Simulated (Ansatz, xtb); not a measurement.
ClF2GeH3Si: which of two isomers lies lower

Structure a: `F[Si](F)(Cl)[GeH3]`, a singlet. Structure b: `F[SiH](F)[GeH2][Cl]`, a singlet. Both are isolated molecules in the gas phase, relaxed with B3LYP/6-31G*; the shapes shown needn't be the lowest conformers.

a (Å):

```xyz
8

Cl   -3.5764    1.9406    0.5634
F    -2.2783   -0.1957   -1.0366
F    -2.2559   -0.5431    1.5100
Ge    0.0957    1.5606    0.4791
Si   -2.0604    0.5593    0.3615
H     0.2336    2.5946   -0.6567
H     1.1786    0.4721    0.3267
H     0.2515    2.2624    1.8435
```

b (Å):

```json
{"atom": "Cl", "x (Å)": "-1.2178", "y (Å)": "-1.6249", "z (Å)": "1.1679"}
{"atom": "F", "x (Å)": "0.3166", "y (Å)": "2.1721", "z (Å)": "1.0695"}
{"atom": "F", "x (Å)": "-1.8465", "y (Å)": "2.1122", "z (Å)": "-0.3708"}
{"atom": "Ge", "x (Å)": "-0.1236", "y (Å)": "-0.7025", "z (Å)": "-0.4953"}
{"atom": "Si", "x (Å)": "-0.3000", "y (Å)": "1.6841", "z (Å)": "-0.3300"}
{"atom": "H", "x (Å)": "0.4108", "y (Å)": "2.3870", "z (Å)": "-1.4266"}
{"atom": "H", "x (Å)": "-0.7621", "y (Å)": "-1.2524", "z (Å)": "-1.7917"}
{"atom": "H", "x (Å)": "1.3373", "y (Å)": "-1.1953", "z (Å)": "-0.3788"}
```

Estimate E(b) − E(a) at the level CCSD(T)/def2-SVP + ΔMP2/def2-TZVPP.

Calculated at CCSD(T)/def2-SVP + ΔMP2/def2-TZVPP: E(b) − E(a) = +10.9 kcal/mol, so structure a lies lower.

The same difference at several levels:

| level | geometry | E(b) − E(a) (kcal/mol) | departure from the last row (kcal/mol) | job, with rough time for the two |
| --- | --- | --- | --- | --- |
| GFN2-xTB | GFN2-xTB | −12.6 | −23.5 | optimisation, 0.16 s |
| HF/STO-3G | GFN2-xTB | +7.7 | −3.3 | single point, 0.58 s |
| r2SCAN-D4/def2-SVP | GFN2-xTB | +12.2 | +1.2 | single point, 2.9 s |
| B3LYP/6-31G* | B3LYP/6-31G* | +9.7 | −1.3 | optimisation, 41 s |
| HF/def2-SVP | B3LYP/6-31G* | +8.6 | −2.3 | part of the CCSD(T) run |
| MP2/def2-SVP | B3LYP/6-31G* | +11.8 | +0.9 | part of the CCSD(T) run |
| CCSD(T)/def2-SVP | B3LYP/6-31G* | +11.3 | +0.4 | single point |
| CCSD(T)/def2-SVP + ΔMP2/def2-TZVPP | B3LYP/6-31G* | +10.9 |  | single point, 27 s |

As drawn, b has 1 Cl–Ge, 1 Si–H in place of 1 Cl–Si, 1 Ge–H.

GFN2-xTB puts the two in the other order. The largest departure from CCSD(T)/def2-SVP + ΔMP2/def2-TZVPP is that of GFN2-xTB, 23.5 kcal/mol. The last row adds to CCSD(T) the change of the MP2 difference between the two basis sets, here −0.4 kcal/mol.

With harmonic frequencies from B3LYP/6-31G* (ideal gas, rigid rotor, one conformer each, 298.15 K, 1 atm): on the last row, ΔE + ΔZPE = +11.5 kcal/mol. A mode under 50 cm⁻¹ makes harmonic enthalpies and free energies unreliable, so none is given.

The correlated steps freeze 21 core orbitals; the filled d shell of Ge is correlated, in a basis made for valence electrons. Run with Ansatz 0.2.0, xtb 6.7.1; the last row on 2 threads of Intel(R) Xeon(R) 6975P-C (Granite Rapids) on a shared host.
